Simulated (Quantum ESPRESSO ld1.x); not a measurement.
Question: The mean radii <r> (bohr) of the occupied orbitals of an atom or ion are listed with their occupations. All-electron calculation, scalar-relativistic Kohn-Sham, BLYP, spin-unpolarised, spherical densities, point nucleus. Program: ld1.x of Quantum ESPRESSO 7.5.

| orbital | occ. | <r> |
|---|---|---|
| 1s | 2 | 0.03916 |
| 2s | 2 | 0.1725 |
| 2p | 6 | 0.1503 |
| 3s | 2 | 0.4918 |
| 3p | 6 | 0.4980 |
| 3d | 10 | 0.4966 |
| 4s | 2 | 1.297 |
| 4p | 4 | 1.444 |

Name the element and its charge.

Answer: Z = 38, strontium, charge +4: Sr4+ in [Ar] 3d10 4s2 4p4. The 1s radius gives Z: for a bare nucleus <r> = (2 gamma + 1)/(2Z) with gamma = sqrt(1 - (Z/c)^2), 0.03844 bohr for Z = 38, and screening makes it slightly larger (0.03916 here). The occupations add up to 34, and the charge is Z minus that.
